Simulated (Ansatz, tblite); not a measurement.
Forces on the cluster GeO2⁻ at its PBE-D4/def2-TZVPD geometry. The state is a doublet with charge -1.

The xTB rows come from tblite. The structure comes from a short search, and lower isomers may exist.

GFN1-xTB (tblite), largest force 1.26 eV/Å:

```xyz
3
positions Å, forces eV/Å
Ge    0.349   -0.095   -0.294   -0.232    0.063    0.195
O     0.526   -0.808    1.256   -0.445    0.653   -0.985
O    -0.876    0.903   -0.962    0.677   -0.716    0.790
```

GFN2-xTB (tblite), largest force 1.12 eV/Å:

```
Ge -0.241 0.065 0.202
O -0.377 0.575 -0.889
O 0.618 -0.640 0.686
```

PBE0-D4/def2-TZVPD (Ansatz), largest force 0.89 eV/Å:

```
Ge -0.514 0.139 0.432
O -0.112 0.381 -0.801
O 0.627 -0.521 0.368
```
